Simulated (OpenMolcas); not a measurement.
**Lines of Cl+: computed and rescaled rates**

| Quantity | Value |
| --- | --- |
| Program | OpenMolcas 26.06 |
| Method | SS-CASPT2, IPEA 0.25 Eh, imaginary shift 0.1 Eh (closed shells correlated: 2s 2p) |
| Basis | ANO-R3 [6s5p4d3f1g] |
| Scalar Hamiltonian | X2C, finite nucleus |
| Active space | 6 electrons in 4 orbitals (3s 3p) |
| State averaging | 2S+1 = 3 even, 3 roots; 2S+1 = 1 even, 6 roots; 2S+1 = 3 odd, 3 roots; 2S+1 = 1 odd, 3 roots |
| Spin-orbit coupling | RASSI with atomic mean-field integrals over the reference wave functions, term energies averaged over their components |

Rates come from the transition moments of the reference wave functions (E1 and E2 in the length form). At fixed line strength A goes as λ^-3 for E1 and M1 and as λ^-5 for E2, so a rate at the computed wavelength can be rescaled to the measured one. Measured vacuum wavelengths follow from level energies in NIST Handbook of Basic Atomic Spectroscopic Data. Branching counts decays inside the model space alone, at computed energies, and the table is only a selection of the E2 and M1 lines, drawn from those between levels with measured partners whose computed energy lies within a factor of 1.5 of the measured one.

```csv
Upper,Lower,Type,λ computed (nm),λ measured (nm),A computed (s-1),A rescaled (s-1),Branching %
3s2 3p4 3P0,3s2 3p4 3P1,M1,34660,33280,1.30e-03,1.47e-03,100.0
3s2 3p4 3P1,3s2 3p4 3P2,M1,15330,14370,6.26e-03,7.60e-03,100.0
3s2 3p4 1D2,3s2 3p4 3P1,M1,901.8,912.6,2.71e-02,,21.8
3s2 3p4 1D2,3s2 3p4 3P2,M1,851.7,858.1,9.64e-02,,77.7
3s2 3p4 1S0,3s2 3p4 1D2,E2,621.3,616.4,2.27e+00,2.36e+00,65.5
3s2 3p4 1S0,3s2 3p4 3P1,M1,367.8,367.9,1.18e+00,,34.0
```

Spin-changing lines and M1 lines between different terms are not rescaled, since their strength hangs on the term gaps too.

The largest correction is for 3s2 3p4 3P1 → 3s2 3p4 3P2 (M1): 6.26e-03 × (15330 / 14370)^3 = 7.60e-03 s-1, a factor of 1.21.

The computed rate and branching of 3s2 3p4 3P1 → 3s2 3p4 3P2 give the upper level a radiative lifetime of 1.000 / 6.26e-03 s-1 = 1.60e+02 s, counting decays inside the model space alone. The rescaled rate gives about 1.3e+02 s.

No measured rate stands beside these. Rescaling mends the energy factor alone: line strengths can still be far off where a level mixes with configurations outside the active space, and weak or spin-changing lines hang on small mixing coefficients that depend on the term gaps too, so rescaling need not improve them.

CASPT2 does not keep the components of a term degenerate, so their means are used; among the terms shown or strongly mixed into the levels shown the widest spread is 160 cm-1 (3s2 3p4 1D). Over all roots computed the reference weight is 0.86 to 0.95; the roots of lowest weight are the least certain, and an intruder state may touch them. Measured partners are found by configuration, term and J. A level has none where our copy of the source lacks it or the pairing is in doubt (some pairs that miss far off the trend of their configuration count as doubtful). Levels of configurations outside the active space are missing.
